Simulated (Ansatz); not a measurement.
`O[SiH2]N[Si](O)(O)O` and `C=CS[Si](O)(O)O` differ in one atom or group.

Ansatz, PBE0-D4/def2-TZVP geometries, multiplicity 1. Each molecule was computed in one conformer, which needn't be the lowest.

| property | `O[SiH2]N[Si](O)(O)O` |
| --- | --- |
| HOMO energy (B3LYP/def2-TZVPP) / eV | -7.59 |
| LUMO energy (PBE/def2-TZVPP) / eV | -0.62 |
| size of the dipole moment (PBE/def2-TZVPP) / D | 2.53 |
| HOMO energy (PBE/def2-TZVPP) / eV | -6.39 |
| HOMO energy (PBE0/def2-TZVPP) / eV | -7.85 |
| size of the dipole moment (ωB97M-V/def2-TZVPP) / D | 2.55 |

Task: What does the change do to each property? (Estimate.)

Result: Ansatz gave: 
| property | `C=CS[Si](O)(O)O` | shift |
| --- | --- | --- |
| HOMO energy (B3LYP/def2-TZVPP) / eV | -6.62 | 0.97 |
| LUMO energy (PBE/def2-TZVPP) / eV | -1.45 | -0.83 |
| size of the dipole moment (PBE/def2-TZVPP) / D | 1.35 | -1.18 |
| HOMO energy (PBE/def2-TZVPP) / eV | -5.72 | 0.67 |
| HOMO energy (PBE0/def2-TZVPP) / eV | -6.84 | 1.01 |
| size of the dipole moment (ωB97M-V/def2-TZVPP) / D | 1.57 | -0.98 |

With PBE0 the HOMO rises by 1.01 eV and the LUMO falls by 0.77 eV, so the gap narrows by about 1.78 eV. PBE moves the HOMO by 0.67 eV and ωB97M-V by 1.24 eV. Dipoles are sizes alone; their direction can turn.

B3LYP here is the variant with VWN-RPA as its local correlation; programs differ in this.
